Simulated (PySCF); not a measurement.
H₃O₃Zr (SMILES [OH][Zr+]([OH])[OH]), charge +1, singlet, at a GFN2-xTB geometry (such geometries of metal compounds can be far from the true shape) (the multiplicity is a formal guess) (core potentials on Zr). Base run: PBE0/def2-SV(P) in PySCF.

PySCF was given this input:
```python
from pyscf import gto, scf, dft

mol = gto.Mole()
mol.atom = '''
    Zr   -0.000000    0.000000   -0.000000
    O     1.730878   -0.300285   -0.506207
    H     2.645219   -0.458912   -0.773612
    O    -0.623644   -0.685823    1.575776
    H    -0.953085   -1.048111    2.408184
    O    -1.107234    0.986109   -1.069569
    H    -1.692133    1.507023   -1.634572
'''
mol.basis = 'def2-sv(p)'
mol.ecp = {'Zr': 'def2-sv(p)'}
mol.charge = 1
mol.spin = 0
mol.verbose = 4
mol.build()

mf = dft.RKS(mol)
mf.xc = 'pbe0'
mf.kernel()
mf.analyze()
```

Each row names what was changed in the base input (with any setting that the change needs).

| change | ΔE vs base (mEh) | outcome |
|---|---|---|
| base | 0.000 | converged |
| auxbasis = def2-universal-jfit | ___ | converged |
| auxbasis = cc-pvdz-jkfit | - | input refused |
| auxbasis = cc-pvqz-jkfit | - | input refused |
| auxbasis = def2-tzvp-ri | - | input refused |
| only_dfj = on; auxbasis = def2-universal-jfit | -0.158 | converged |
| exchange = seminumerical (SGX) (with mf = sgx.sgx_fit(mf, auxbasis='def2-universal-jfit'); with mf.with_df.dfj = True) | -0.164 | converged |
| auxbasis = cc-pvtz-jkfit | - | input refused |
| auxbasis = autoaux | -0.055 | converged |
| auxbasis = cc-pvtz-ri | - | input refused |

### Question
Complete the blanks.

### Answer

- auxbasis = def2-universal-jfit, ΔE vs base (mEh): 4.209

A fitting set is made for a task (jfit for Coulomb, jkfit for Coulomb and exchange, ri for correlation) and for a family of orbital bases.

- auxbasis = cc-pvdz-jkfit: ended with `pyscf.lib.exceptions.BasisNotFoundError: Basis set not found for Zr in cc-pvdz-jkfit`
- auxbasis = cc-pvqz-jkfit: ended with `pyscf.lib.exceptions.BasisNotFoundError: Basis set not found for Zr in cc-pvqz-jkfit`
- auxbasis = def2-tzvp-ri: ended with `pyscf.lib.exceptions.BasisNotFoundError: Basis set not found for Zr in def2-tzvp-ri`
